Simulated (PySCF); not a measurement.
## Polarisability and C₆ of Ru²⁺ (ruthenium, charge +2)

[Kr] 4d6, high-spin 5D determinant. All numbers are calculated (PySCF 2.14, a scalar-relativistic core potential, in aug-cc-pVDZ-PP with ECP28MDF (5s5p4d2f, 54 functions)). Coupled (time-dependent) response in atomic units; α is the mean over directions. A double-zeta set is small for polarisabilities.

```tsv
method	mean α (bohr³)	α xx, yy, zz	C₆ (like pair)	S(−4)
UHF	7.338	7.619, 7.619, 6.777	39.04	14.69
PBE	8.376	8.691, 8.691, 7.748	45.18	22.55
PBE0	8.012	8.320, 8.320, 7.397	43.10	19.32
B97-3	8.017	8.339, 8.339, 7.371	43.07	19.42
BP86	8.483	8.812, 8.812, 7.825	45.86	23.17
```

S(−4) is the Cauchy moment in α(ω) = α(0) + S(−4) ω² + …

Spin-orbit coupling is absent.

α(iu) at B97-3:

| u (hartree) | α(iu) (bohr³) |
| --- | --- |
| 0 | 8.017 |
| 0.0500 | 7.969 |
| 0.100 | 7.831 |
| 0.200 | 7.360 |
| 0.300 | 6.767 |
| 0.500 | 5.618 |
| 0.750 | 4.483 |
| 1.00 | 3.630 |
| 1.50 | 2.474 |
| 2.00 | 1.767 |
| 3.00 | 1.006 |
| 5.00 | 0.4358 |

A single London oscillator, α(iu) = α/(1 + u²/ω²), gives C₆ = (3/4) ω α². Matching the computed C₆ needs ω = 4 × 43.07 / (3 × 8.017²) = 0.893 hartree.

For an ion, C₆ is the dispersion term alone; charge-induced terms of lower order in 1/R come first.

The components differ because the open shell of this determinant is not spherical; for a pure term their mean is the scalar polarisability.

Energies and moments cover only the electrons outside the core potential.
